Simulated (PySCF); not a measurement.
**Electron correlation in W (tungsten, neutral)**

[Xe] 4f14 5d6, high-spin 5D determinant (an excited configuration). Calculation: PySCF 2.14, in def2-TZVPPD with the def2 core potential (60 electrons) (6s5p3d2f1g, 59 functions); scalar relativity through the core potential. Frozen: nothing; 14 electrons correlated.

```tsv
level	correlation energy (mhartree)
CCSD	-322.75
(T)	-51.92
CCSD(T)	-374.67
```

Diagnostics: T1 = 0.034, D1 = 0.1773, largest double amplitude 0.482.

Spin-orbit coupling, absent here, splits the open shell strongly. T1 exceeds 0.03, a sign that the reference determinant is poor. A double-excitation amplitude exceeds 0.15, a sign of near-degeneracy.

Cost of the coupled-cluster step: about 15 core-seconds, for 14 correlated electrons.

Iterations:

```
CC2 = 0
CCSD nocc = (np.int64(9), np.int64(5)), nmo = (59, 59)
frozen orbitals [[], []]
max_cycle = 100
direct = 0
conv_tol = 1e-08
conv_tol_normt = 1e-06
diis_space = 8
diis_start_cycle = 0
Init t2, MP2 energy = -0.329551036133496
Init E_corr(UCCSD) = -0.329551036134285
cycle = 1  E_corr(UCCSD) = -0.322430738293252  dE = 0.00712029784  norm(t1,t2) = 0.066114
cycle = 2  E_corr(UCCSD) = -0.328633200478349  dE = -0.00620246219  norm(t1,t2) = 0.0444321
cycle = 3  E_corr(UCCSD) = -0.329283182313584  dE = -0.000649981835  norm(t1,t2) = 0.0430961
cycle = 4  E_corr(UCCSD) = -0.328565816326223  dE = 0.000717365987  norm(t1,t2) = 0.0436638
cycle = 5  E_corr(UCCSD) = -0.323171798000669  dE = 0.00539401833  norm(t1,t2) = 0.0426187
cycle = 6  E_corr(UCCSD) = -0.323948724513459  dE = -0.000776926513  norm(t1,t2) = 0.0249061
cycle = 7  E_corr(UCCSD) = -0.322410575307852  dE = 0.00153814921  norm(t1,t2) = 0.0233607
cycle = 8  E_corr(UCCSD) = -0.323119916432662  dE = -0.000709341125  norm(t1,t2) = 0.0188038
cycle = 9  E_corr(UCCSD) = -0.323145804723131  dE = -2.58882905e-05  norm(t1,t2) = 0.0212898
cycle = 10  E_corr(UCCSD) = -0.323220536813663  dE = -7.47320905e-05  norm(t1,t2) = 0.0214386
cycle = 11  E_corr(UCCSD) = -0.321824593140262  dE = 0.00139594367  norm(t1,t2) = 0.0165713
cycle = 12  E_corr(UCCSD) = -0.322833206831716  dE = -0.00100861369  norm(t1,t2) = 0.00868135
cycle = 13  E_corr(UCCSD) = -0.322458770674528  dE = 0.000374436157  norm(t1,t2) = 0.00772286
cycle = 14  E_corr(UCCSD) = -0.322447458825678  dE = 1.13118488e-05  norm(t1,t2) = 0.00571715
cycle = 15  E_corr(UCCSD) = -0.322510073781043  dE = -6.26149554e-05  norm(t1,t2) = 0.00487502
cycle = 16  E_corr(UCCSD) = -0.32268872667506  dE = -0.000178652894  norm(t1,t2) = 0.00341395
cycle = 17  E_corr(UCCSD) = -0.322734885672139  dE = -4.61589971e-05  norm(t1,t2) = 0.00177705
cycle = 18  E_corr(UCCSD) = -0.322744368011167  dE = -9.48233903e-06  norm(t1,t2) = 0.000597518
cycle = 19  E_corr(UCCSD) = -0.322750743605389  dE = -6.37559422e-06  norm(t1,t2) = 0.000214671
cycle = 20  E_corr(UCCSD) = -0.3227503985725  dE = 3.45032889e-07  norm(t1,t2) = 7.3147e-05
cycle = 21  E_corr(UCCSD) = -0.322750771699447  dE = -3.73126947e-07  norm(t1,t2) = 2.36305e-05
cycle = 22  E_corr(UCCSD) = -0.322750242622388  dE = 5.29077059e-07  norm(t1,t2) = 1.33735e-05
cycle = 23  E_corr(UCCSD) = -0.322750276798922  dE = -3.41765344e-08  norm(t1,t2) = 6.56177e-06
cycle = 24  E_corr(UCCSD) = -0.322750328439979  dE = -5.16410567e-08  norm(t1,t2) = 2.61789e-06
cycle = 25  E_corr(UCCSD) = -0.322750364274075  dE = -3.58340965e-08  norm(t1,t2) = 2.07005e-06
cycle = 26  E_corr(UCCSD) = -0.322750444204256  dE = -7.99301805e-08  norm(t1,t2) = 1.53773e-06
cycle = 27  E_corr(UCCSD) = -0.322750517398827  dE = -7.31945716e-08  norm(t1,t2) = 1.09735e-06
cycle = 28  E_corr(UCCSD) = -0.322750550905272  dE = -3.35064452e-08  norm(t1,t2) = 6.21666e-07
cycle = 29  E_corr(UCCSD) = -0.322750564388852  dE = -1.34835799e-08  norm(t1,t2) = 4.44299e-07
cycle = 30  E_corr(UCCSD) = -0.322750565505887  dE = -1.11703435e-09  norm(t1,t2) = 4.01154e-07
UCCSD converged
E(UCCSD) = -66.48181527509483  E_corr = -0.3227505655058867
UCCSD(T) correction = -0.0519233405862913
```

The basis has no tight functions for the innermost shells, so their pair energies are far from complete.

This basis was not built for core-valence correlation, so the inner-shell part is incomplete.
